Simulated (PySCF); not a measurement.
The free ion Rh+ in its d8 configuration. Only this configuration is treated; at so low a charge one with s electrons may lie lower or mix in.

Method (PySCF 2.14, density fitting): CASSCF(8,5) with orbitals averaged over all microstates of the shell, strongly contracted NEVPT2 on the averaged canonical orbitals; basis x2c-TZVPall; spin-free X2C; gas phase; spin-orbit coupling by state interaction with the mean-field operator over all roots.

CASSCF energies above the lowest CASSCF root:

```csv
state,CASSCF / cm⁻¹
3F,0
1D,10894
3P,12695
1G,16819
1S,41939
```

**Question.** How does dynamic correlation (SC-NEVPT2) move these states?

**Answer.** 
```tsv
state	NEVPT2 / cm⁻¹	shift / cm⁻¹
3F	0	0
1D	9282	-1613
3P	10420	-2275
1G	14958	-1860
1S	36875	-5064
```

In the ligand-field fit B goes from 846 to 696 cm⁻¹, C goes from 3331 to 3126 cm⁻¹.

These are spin-free levels; spin-orbit coupling mixes and splits them, by more than some of the gaps here.
